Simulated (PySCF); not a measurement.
C₄H₁₀OSi, SMILES [SiH2](C(=O)CC)C. Atoms are numbered in the order given.

```xyz
16

C      0.1320    -2.9324     0.0000
C     -0.6840    -1.6551     0.0000
C      0.1485    -0.3933     0.0000
O      1.3607    -0.4259     0.0000
Si    -0.7204     1.3457     0.0000
C      0.6259     2.6417     0.0000
H      0.7846    -2.9805     0.8836
H     -0.5181    -3.8191     0.0000
H      0.7846    -2.9805    -0.8836
H     -1.3597    -1.5967     0.8739
H     -1.3597    -1.5967    -0.8739
H     -1.6040     1.4408     1.2066
H     -1.6040     1.4408    -1.2066
H      1.2637     2.5161    -0.8876
H      0.2146     3.6619     0.0000
H      1.2637     2.5161     0.8876
```

The structure is a stationary point at PBE0-D3(BJ)/def2-SVP. The geometry has at least one imaginary mode, so it is a saddle point at that level. The structure was generated by enumeration, and PubChem lists no compound with its InChIKey, so it may never have been made. One conformer was computed; it need not be the lowest.

Level of theory: PBE/pcSseg-1 in PySCF.

GIAO shieldings, no solvent; atoms alike by connectivity are averaged. δ = σ(ref) − σ: ¹³C against TMS (σ = 182.0 ppm); ¹⁷O against H2O (σ = 334.3 ppm); ²⁹Si against TMS (σ = 335.4 ppm); ¹H against TMS (σ = 31.49 ppm), references at their B3LYP-D3(BJ)/def2-TZVP geometries, non-relativistic.

| atoms | nucleus | count | δ (ppm) |
|---|---|---|---|
| C3 | ¹³C | 1 | [?] |
| C2 | ¹³C | 1 | 51.6 |
| C1 | ¹³C | 1 | 9.3 |
| C6 | ¹³C | 1 | -8.9 |
| O4 | ¹⁷O | 1 | [?] |
| Si5 | ²⁹Si | 1 | -63.7 |
| H12, H13 | ¹H | 2 | 4.73 |
| H10, H11 | ¹H | 2 | [?] |
| H7, H8, H9 | ¹H | 3 | [?] |
| H14, H15, H16 | ¹H | 3 | [?] |

### Question
Some entries are withheld; supply them. (Estimate from the structure and the level; the computed values follow.)

### Answer

- O4, δ (ppm): 802.0
- H7, H8, H9, δ (ppm): 1.22
- H14, H15, H16, δ (ppm): 0.55
- H10, H11, δ (ppm): 3.03
- C3, δ (ppm): 243.4
